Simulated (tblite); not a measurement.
Compound: C3H10ClFSi2.
Numbering: `[F:1][C@@H:2]([Cl:3])[SiH2:4][CH2:5][CH2:6][SiH3:7]` (hydrogens: H8 on C2; H9, H10 on Si4; H11, H12 on C5; H13, H14 on C6; H15, H16, H17 on Si7)

The geometry is computed with GFN2-xTB (gas phase).

Q: Give the optimised bond lengths and angles.

A: 
```json
{"bond": "F1–C2", "length (Å)": "1.366", "order": "single"}
{"bond": "C2–Cl3", "length (Å)": "1.783", "order": "single"}
{"bond": "C2–Si4", "length (Å)": "1.934", "order": "single"}
{"bond": "Si4–C5", "length (Å)": "1.894", "order": "single"}
{"bond": "C5–C6", "length (Å)": "1.530", "order": "single"}
{"bond": "C6–Si7", "length (Å)": "1.902", "order": "single"}
{"bond": "C2–H8", "length (Å)": "1.092", "order": "single"}
{"bond": "Si4–H9", "length (Å)": "1.467", "order": "single"}
{"bond": "Si4–H10", "length (Å)": "1.462", "order": "single"}
{"bond": "C5–H11", "length (Å)": "1.096", "order": "single"}
{"bond": "C5–H12", "length (Å)": "1.093", "order": "single"}
{"bond": "C6–H13", "length (Å)": "1.093", "order": "single"}
{"bond": "C6–H14", "length (Å)": "1.092", "order": "single"}
{"bond": "Si7–H15, Si7–H16, Si7–H17", "length (Å)": "1.464", "order": "single"}
```

Bonds in one row agree within 0.01 Å and their mean is given. Orders are formal, as drawn. A selection of angles:
```json
{"angle": "F1–C2–Cl3", "degrees": "108.1"}
{"angle": "F1–C2–Si4", "degrees": "111.0"}
{"angle": "F1–C2–H8", "degrees": "106.3"}
{"angle": "Cl3–C2–Si4", "degrees": "109.2"}
{"angle": "Cl3–C2–H8", "degrees": "106.6"}
{"angle": "Si4–C2–H8", "degrees": "115.3"}
{"angle": "C2–Si4–C5", "degrees": "106.2"}
{"angle": "C2–Si4–H9", "degrees": "105.4"}
{"angle": "C2–Si4–H10", "degrees": "104.8"}
{"angle": "C5–Si4–H9", "degrees": "112.6"}
{"angle": "C5–Si4–H10", "degrees": "115.2"}
{"angle": "H9–Si4–H10", "degrees": "111.6"}
{"angle": "Si4–C5–C6", "degrees": "115.0"}
{"angle": "Si4–C5–H11", "degrees": "107.9"}
{"angle": "Si4–C5–H12", "degrees": "109.5"}
{"angle": "C6–C5–H11", "degrees": "108.9"}
{"angle": "C6–C5–H12", "degrees": "109.1"}
{"angle": "H11–C5–H12", "degrees": "106.0"}
{"angle": "C5–C6–Si7", "degrees": "114.8"}
{"angle": "C5–C6–H13", "degrees": "108.4"}
{"angle": "C5–C6–H14", "degrees": "109.2"}
{"angle": "Si7–C6–H13", "degrees": "108.4"}
{"angle": "Si7–C6–H14", "degrees": "109.7"}
{"angle": "H13–C6–H14", "degrees": "106.0"}
{"angle": "C6–Si7–H15", "degrees": "109.3"}
{"angle": "C6–Si7–H16", "degrees": "108.4"}
{"angle": "H15–Si7–H16", "degrees": "109.6"}
```

Dihedral angles: F1–C2–Si4–C5 -57° (synclinal); C2–Si4–C5–C6 173° (antiperiplanar); Si4–C5–C6–Si7 69° (synclinal).

Of the pairs four or more bonds apart, Si4···H17 is among the closest relative to their van der Waals radii: 3.39 Å, 103 % of the sum of Bondi's values. Si7 (SiH3 silicon) is tetrahedral (angles from 108.4° to 110.0°). The 3 C–Si bonds span 1.894 Å (Si4–C5, drawn single) to 1.934 Å (C2–Si4, drawn single), a spread of 0.040 Å. Si4 (SiH2 silicon) is distorted tetrahedral (angles from 104.8° to 115.2°).

Point group: C1 (no symmetry element, even within 0.4 Å). Its GFN2-xTB frequencies are all real (lowest 24 cm⁻¹). One conformer, not necessarily the lowest.

Time: 1.6 s wall. Hardware: Arm Neoverse V2, one thread, shared host with 192 logical CPUs at a one-minute load of 68. That covers the optimisation of the geometry.
